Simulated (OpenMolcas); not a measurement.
Re3+: effect of the basis set

* Program: OpenMolcas
* Method: RASSCF
* Active space: 10 electrons in 8 orbitals (RAS1 5p, at most 2 holes; RAS2 5d)
* State averaging: 2S+1 = 5 even, 5 roots; 2S+1 = 3 even, 45 roots; 2S+1 = 1 even, 50 roots
* Spin-orbit coupling: RASSI with atomic mean-field integrals over the reference wave functions, term energies averaged over their components

A. ANO-R2 [8s6p5d3f1g], X2C, finite nucleus; cost roughly 60 core-seconds
B. ANO-RCC-VTZP [8s7p5d3f2g1h], DKH2, point nucleus; cost about 90 core-seconds
C. ANO-RCC-VQZP [9s8p6d4f3g2h], DKH2, point nucleus; cost of the order of 100 core-seconds

Energies in cm⁻¹ above 5d⁴ ⁵D₀, the measured ground level; measured values from the list in Brasseur, Gamrath and Quinet, At. Data Nucl. Data Tables 157, 101636 (2024).

```csv
Level,A,B,C,Measured
5d⁴ ⁵D₀ [74 %],0.0,0.0,0.0,0.0
5d⁴ ⁵D₁,2875,2815,2907,3084
5d⁴ ⁵D₂,5801,5697,5844,5979
5d⁴ ⁵D₃,8386,8257,8430,8350
5d⁴ ⁵D₄,10544,10411,10581,10121
5d⁴ ³P₀(1) [61 %],17030,16967,17030,
5d⁴ ³H₄ [57 %],20190,20160,20198,16946
5d⁴ ³P₁(1),23226,23135,23269,19340
5d⁴ ³G₃ [56 %],23660,23618,23686,19817
5d⁴ ³F₂(1),24177,24132,24201,19851
5d⁴ ³H₅,24667,24605,24718,20930
5d⁴ ³H₆,26863,26790,26919,22896
5d⁴ ³P₂(1) [63 %],29271,29180,29337,
5d⁴ ³F₃(1) [58 %],31352,31253,31428,26476
5d⁴ ³D₃ [75 %],33325,33259,33380,28526
5d⁴ ³G₅,34635,34506,34741,30052
5d⁴ ³D₁,36737,36634,36822,31543
5d⁴ ¹I₆,37662,37571,37767,32396
5d⁴ ¹S₀(1),41034,40924,41141,36484
5d⁴ ¹G₄(1) [52 %],41486,41353,41616,
5d⁴ ¹F₃ [68 %],46020,45952,46108,38458
5d⁴ ³P₂(2),49482,49448,49551,
5d⁴ ³F₄(2),51517,51461,51601,
5d⁴ ³F₂(2) [73 %],53721,53637,53835,
```

Deviations, from unrounded energies. A percentage is the sum of absolute deviations over the sum of measured energies, with the sign that they share, or ± where signs differ.

| Against measurement | Levels | A | B | C |
| --- | --- | --- | --- | --- |
| mean absolute deviation (cm-1) | 17 | 3600 | 3500 | 3600 |
| fine structure of the ground term (%) | 4 | ±3.1 | ±3.4 | ±3.1 |
| other terms of the ground configuration (%) | 13 | +17.4 | +17.1 | +17.6 |

A, B, C lie about equally close to measurement. The largest miss of B in the table is 5d⁴ ¹F₃ [68 %], by +7500 cm-1. The ranking rests on the paired levels alone, and a cruder setting can come out closer through cancelling errors.

Among A to C the level of the table that moves most is 5d⁴ ¹G₄(1) [52 %], by 260 cm-1 (lowest in B, highest in C).

Without dynamic correlation excited terms often stand tens of per cent too high (terms of higher spin than the ground term too low), and those without a measured partner can miss by more than the paired ones. Some levels mix across a computed gap that differs much from the measured one, so their mixing is not that of the real levels. Active for correlation alone: 5p; no level in the range computed is led by a configuration that opens it, so any true level of that kind is missing. Measured partners are found by configuration, term and J. A level has none where our copy of the source lacks it or the pairing is in doubt (some pairs that miss far off the trend of their configuration count as doubtful), and it then counts in no deviation. Levels of configurations outside the active space are missing. Levels that lie high or do not pair safely by name in every column are left out.

A share in square brackets marks a mixed level and gives the weight of the term that names it, the lowest over the columns. A number in round brackets counts repeated terms of one configuration in the order of the reference energies.
